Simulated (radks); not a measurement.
Task: Dy V, 62 electrons, occupied as [Xe] 4f8. Calculated with a radial shooting solver on a logarithmic mesh with Libxc functionals: scalar-relativistic Kohn-Sham, PBE, spin-unpolarised, spherical densities, finite nucleus; Fermi nuclear charge, rms radius 5.2218 fm. Some entries of the table are withheld. Estimate them.

| orbital | occ. | eigenvalue (Ry) | <r> (bohr) |
|---|---|---|---|
| 1s | 2 | -3947.172 | 0.02112 |
| 2s | 2 | -660.6752 | 0.08978 |
| 2p | 6 | -586.7083 | 0.07946 |
| 3s | 2 | -150.2867 | 0.2346 |
| 3p | 6 | (1) | 0.2334 |
| 3d | 10 | -98.34840 | 0.2121 |
| 4s | 2 | (2) | 0.5286 |
| 4p | 6 | -25.45054 | 0.5595 |
| 4d | 10 | -15.22430 | 0.6046 |
| 5s | 2 | -6.99606 | (3) |
| 5p | 6 | -5.09720 | 1.425 |
| 4f | 8 | -4.04424 | 0.7617 |
| 5d | 0 | -2.77776 | (4) |
| 6s | 0 | -2.40918 | 2.775 |
| 6p | 0 | -1.90698 | 3.202 |

Result: 
(1) 3p eigenvalue (Ry): -127.5743
(2) 4s eigenvalue (Ry): -32.95251
(3) 5s <r> (bohr): 1.246
(4) 5d <r> (bohr): 1.909
